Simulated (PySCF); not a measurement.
CH7ClOSi3, SMILES [SiH2]1[SiH2][Si@H](Cl)OC1.

Coordinates come from a PBE0-D3(BJ)/def2-SVP optimisation. The structure was generated by enumeration; whether it is a known compound was not checked. The values are those of a single conformer.

These are SMD-ωB97X/def2-SVP (PySCF) values and carry that method's errors.

Solvation free energies are E(SMD) − E(gas) at the gas-phase geometry, for 1 M in both phases. In vacuum the dipole moment is 1.63 D.

### Question
Estimate the solvation free energies in water, dichloromethane, acetone. (The exact figures need the calculation; the answer reports its results.)

### Answer

| solvent | ΔG(solv) (kcal/mol) | its non-electrostatic (CDS) part | dipole (D) |
|---|---|---|---|
| water | 0.2 | 3.8 | 2.10 |
| dichloromethane | -3.7 | -1.4 | 1.98 |
| acetone | -3.8 | -1.3 | 2.01 |
